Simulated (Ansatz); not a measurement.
Sb (SMILES [Sb-]), charge -1, triplet (core potentials on Sb) (a gas-phase anion, which may not be bound at this level); B3LYP/def2-SVP (Ansatz, a program for electronic structure).

The Ansatz input:
Ansatz 0.2 input:
```yaml
crystal:
  periodic: [false, false, false]
  atoms:
    - {symbol: Sb, position_ang: [0.00000000, 0.00000000, 0.00000000]}
basis:
  gaussian:
    orbitals: def2-SVP
hamiltonian:
  xc: b3lyp
total_charge: -1
magnetization: {spin_polarized: true, initial_magnetization: 2}
```

**Question.** Write the output that Ansatz gives for this input, abridged.

**Answer.** 
```
Functional definition: B3LYP
153 factors; integrals over basis functions are off by at most 4.9e-5 eV
mean field evaluation 1: about -6538.7974 eV, gradient 7.4e0 eV
mean field evaluation 2: about -6538.9529 eV, gradient 5.2e0 eV
mean field evaluation 4: about -6539.0757 eV, gradient 1.3e-1 eV
mean field evaluation 8: about -6539.0762 eV, gradient 3.0e-3 eV
mean field evaluation 16: about -6539.0762 eV, gradient 4.6e-2 eV
mean field -6539.07622568 eV, -240.3066189487 hartree, gradient 1.8e-5 eV, S^2 2.001566; 1 other end points of the search recorded, 0 dependent functions left out
reference -6539.07635689 eV, -240.3066237707 hartree; 13, 11 occupied and 13, 15 virtual orbitals, 153 factors
Total energy: -6539.07635689 eV, -240.3066237707 hartree
```
